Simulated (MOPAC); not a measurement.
A run for MOPAC: PM6 on BeN+, 2S+1 = 3, a spin state set in the input, which need not be the lowest, a point of a bond scan (R = 1.631 Å). Charge +1.

```
PM6 1SCF PRECISE CHARGE=1 UHF MS=1 THREADS=1
BeN

Be     0.00000000 1     0.00000000 1     0.00000000 1
N      0.00000000 1     0.00000000 1     1.63063500 1
```

Program output:

```
*******************************************************************************
 **                                                                           **
 **                              MOPAC v23.2.5                                **
 **                                                                           **
 *******************************************************************************
 ** MOPAC's Digital Object Identifier: https://doi.org/10.5281/zenodo.6511958 **
 **                                                                           **
 ** Please cite the open-source release paper for use of this MOPAC version:  **
 ** J. E. Moussa and J. J. P. Stewart (2026)                                  **
 ** MOPAC: An open-source semiempirical molecular orbital program             **
 ** J. Open Source Softw., 11(119), 8025, https://doi.org/10.21105/joss.08025 **
 *******************************************************************************

                              PM6 CALCULATION RESULTS

 *******************************************************************************
 *  PM6        - The PM6 Hamiltonian to be used
 *  UHF        - UNRESTRICTED HARTREE-FOCK CALCULATION
 *
 *
 *
 *                 CHARGE ON SYSTEM = +1
 *
 *
 *
 *  MS=        - IN MECI, MAGNETIC COMPONENT OF SPIN =  1.0
 *  PRECISE    - TIGHTER CRITERIA TO BE USED
 *  1SCF       - DO 1 SCF AND THEN STOP
 *  THREADS=1  - MULTI-THREADING NOT USED
 *  T=         - A TIME OF 172800.0 SECONDS REQUESTED
 *  DUMP=N     - RESTART FILE WRITTEN EVERY 7200.0 SECONDS REQUESTED
 *******************************************************************************
PM6 1SCF PRECISE CHARGE=1 UHF MS=1 THREADS=1
 BeN

   ATOM   CHEMICAL          X               Y               Z
  NUMBER   SYMBOL      (ANGSTROMS)     (ANGSTROMS)     (ANGSTROMS)

     1      Be          0.00000000  *   0.00000000  *   0.00000000  *
     2       N          0.00000000  *   0.00000000  *   1.63063500  *



          CARTESIAN COORDINATES

    NO.       ATOM           X           Y           Z

     1        Be          0.0000      0.0000      0.0000
     2         N          0.0000      0.0000      1.6306

 General Reference for PM6:
 "Optimization of Parameters for Semiempirical Methods V: Modification of NDDO Approximations
 and Application to 70 Elements", J. J. P. Stewart, J. Mol. Mod., 13, 1173-1213 (2007)
 URL: https://link.springer.com/article/10.1007/s00894-007-0233-4

           Empirical Formula: N Be  =     2 atoms



      MOLECULAR POINT GROUP   :   C*v


          UHF CALCULATION, NO. OF ALPHA ELECTRONS =    4
                           NO. OF BETA  ELECTRONS =    2

 -------------------------------------------------------------------------------
 PM6 1SCF PRECISE CHARGE=1 UHF MS=1 THREADS=1
 BeN



     1SCF WAS SPECIFIED, SO BFGS WAS NOT USED
     SCF FIELD WAS ACHIEVED


                              PM6 CALCULATION
                                                       MOPAC v23.2.5 Linux




          FINAL HEAT OF FORMATION =        333.36357 KCAL/MOL =    1394.79317 KJ/MOL


          COSMO AREA              =         72.44 SQUARE ANGSTROMS
          COSMO VOLUME            =         55.56 CUBIC ANGSTROMS

          IONIZATION POTENTIAL    =         16.064210 EV
          ALPHA SOMO LUMO (EV)    =        -18.601 -8.052
          BETA  SOMO LUMO (EV)    =        -16.064 -7.858
          NO. OF ALPHA ELECTRONS  =          4
          NO. OF BETA  ELECTRONS  =          2
          MOLECULAR WEIGHT        =         23.0189         POINT GROUP:  C*v

          MOLECULAR DIMENSIONS (Angstroms)

            Atom       Atom       Distance
            N     2   Be     1     1.63064
            N     2   Be     1     0.00000
           Be     1    N     2     0.00000


          SCF CALCULATIONS        =          1





   ATOM   CHEMICAL          X               Y               Z
  NUMBER   SYMBOL      (ANGSTROMS)     (ANGSTROMS)     (ANGSTROMS)

     1      Be          0.00000000  *   0.00000000  *   0.00000000  *
     2       N          0.00000000  *   0.00000000  *   1.63063500  *

                             CARTESIAN COORDINATES

   1   Be        0.000000000     0.000000000     0.000000000
   2    N        0.000000000     0.000000000     1.630635000


           Empirical Formula: N Be  =     2 atoms



      MOLECULAR POINT GROUP   :   C*v


          ALPHA EIGENVALUES
 -31.45548 -18.76710 -18.76710 -18.60066  -8.05231  -5.46305  -5.46305  -3.38137


           BETA EIGENVALUES
 -26.65108 -16.06421  -7.85847  -7.01803  -7.01803  -3.65476  -3.65476  -2.60287


              NET ATOMIC CHARGES AND DIPOLE CONTRIBUTIONS

  ATOM NO.   TYPE          CHARGE      No. of ELECS.   s-Pop       p-Pop
    1         Be           1.049910        0.9501     0.48711     0.46298
    2          N          -0.049910        5.0499     1.89560     3.15431
 DIPOLE           X         Y         Z       TOTAL
 POINT-CHG.     0.000     0.000    -5.157     5.157
 HYBRID        -0.000    -0.000    -3.158     3.158
 SUM           -0.000    -0.000    -8.315     8.315


          ATOMIC ORBITAL ELECTRON POPULATIONS

     Atom    s        px        py        pz
    1 Be   0.48711   0.05446   0.05446   0.35405
    2  N   1.89560   0.94554   0.94554   1.26324


                    (SZ)    =    1.000000
                    (S**2)  =    2.038415


          ATOMIC ORBITAL SPIN POPULATIONS

    Atom   Total    s     px     py     pz
         Atomic
    1 Be -0.0801 -0.127  0.054  0.054 -0.062
    2  N  2.0801  0.014  0.946  0.946  0.175

 **********************
 *                    *
 * JOB ENDED NORMALLY *
 *                    *
 **********************




 == MOPAC DONE ==
```

The run finished.

Cost: roughly 0.03 core-seconds.
